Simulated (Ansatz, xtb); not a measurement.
**Two structures of Cl3H3InN**

We compare I, a triplet given by its coordinates, with II, `[NH3+][In-]([Cl])([Cl])[Cl]`, a singlet. Both are isolated molecules in the gas phase, relaxed with PBE0-D4/def2-SVP.

I (Å):

```xyz
8

Cl    2.1265   -1.2239   -0.3691
Cl    0.0709   -1.9045   -1.8966
Cl    1.2545    2.5946    0.2816
In    0.6228    0.7229   -1.1325
N    -0.8578    0.0286    0.5587
H    -0.7887    0.6941    1.3302
H    -0.4983   -0.8769    0.8664
H    -1.8378   -0.0920    0.3055
```

Close contacts (Å): Cl1–Cl2 2.65, Cl1–In4 2.58, Cl2–In4 2.79, Cl3–In4 2.43, In4–N5 2.35, N5–H6 1.02, N5–H7 1.02, N5–H8 1.02.

II (Å):

```yaml
atoms:
  - { symbol: Cl, position_ang: [2.4599, -1.2757, 0.0724] }
  - { symbol: Cl, position_ang: [-0.3784, -0.5194, -2.6893] }
  - { symbol: Cl, position_ang: [1.1059, 2.4864, -0.4486] }
  - { symbol: In, position_ang: [0.8352, 0.1792, -0.8024] }
  - { symbol: N, position_ang: [-0.7934, -0.1891, 0.7703] }
  - { symbol: H, position_ang: [-1.0270, 0.6814, 1.2504] }
  - { symbol: H, position_ang: [-0.4715, -0.8665, 1.4634] }
  - { symbol: H, position_ang: [-1.6386, -0.5534, 0.3279] }
```

**Question.** Which of the two would you expect CCSD(T)/def2-SVP + ΔMP2/def2-TZVPP electronic energies to favour?

**Answer.** Structure II; the calculation gives E(II) − E(I) = −3.727 eV.

The same difference at several levels:

| level | geometry | E(II) − E(I) (eV) | departure from the last row (eV) | job, with rough time for the two |
| --- | --- | --- | --- | --- |
| PBE0-D4/def2-SVP | PBE0-D4/def2-SVP | −3.179 | +0.548 | optimisation, 7.5 min |
| HF/def2-SVP | PBE0-D4/def2-SVP | −3.411 | +0.316 | part of the CCSD(T) run |
| MP2/def2-SVP | PBE0-D4/def2-SVP | −3.818 | −0.091 | part of the CCSD(T) run |
| CCSD(T)/def2-SVP | PBE0-D4/def2-SVP | −3.643 | +0.084 | single point |
| CCSD(T)/def2-SVP + ΔMP2/def2-TZVPP | PBE0-D4/def2-SVP | −3.727 |  | single point, 1.7 min |

None of the levels shown reverses the order. The largest departure from CCSD(T)/def2-SVP + ΔMP2/def2-TZVPP is that of PBE0-D4/def2-SVP, 0.548 eV. Levels run at GFN2-xTB geometries aren't shown. The last row adds to CCSD(T) the change of the MP2 difference between the two basis sets, here −0.084 eV.

With harmonic frequencies from PBE0-D4/def2-SVP (ideal gas, rigid rotor, one conformer each, 298.15 K, 1 atm): the zero-point term adds +0.031 eV; ΔH is −3.711 and ΔG −3.610 eV.

Open shells are spin-unrestricted. The correlated steps freeze 20 core orbitals; the filled d shell of In is correlated, in a basis made for valence electrons. Atoms past krypton carry core potentials in the def2 sets and no spin–orbit term is included. ΔG holds the spin degeneracy. Mirror images aren't counted in ΔG. Run with Ansatz 0.2.0; the last row on 2 threads of Arm Neoverse V1 on a shared host.
